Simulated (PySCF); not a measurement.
CdMe2, C2H6Cd (singlet state).
Cartesian coordinates in Å at the PBE0-D3(BJ)/def2-SVP level; atoms count from 1:
```
atom  x, y, z in Å
Cd1    0.024   -0.015   -0.003
C2     0.006   -0.033    2.112
H3    -0.456    0.886    2.505
H4     1.026   -0.101    2.520
H5    -0.569   -0.891    2.495
C6     0.026    0.015   -2.118
H7    -1.003    0.001   -2.511
H8     0.558   -0.856   -2.529
H9     0.520    0.924   -2.497
```

Computed with PBE0-D3(BJ)/def2-SVP geometry optimisation, gas phase, def2 core potentials past Kr in PySCF 2.14.0.

Problem. Which atoms are bound to Cd1, and at what distances?

Solution. 2 atoms: C2 2.115 Å, C6 2.115 Å. The nearest atom not counted as bound is H3, at 2.71 Å (others tie with it).

Problem. What is the shape at Cd1?

Solution. Linear: angle 179.5°.

Problem. What are the other bond lengths?

Solution. C2–H3 and 5 like bonds 1.101 Å.

Point group: near D3d, missed by 0.11 Å at most; the miss may be what the optimiser left on a soft mode (D3 holds within 0.08 Å). Charge 0, singlet. No frequency check.

Hardware: one thread of an Arm Neoverse V2, on a shared host. Cost: 15 s of wall time, 0.36 GiB resident at most. This is the geometry optimisation.
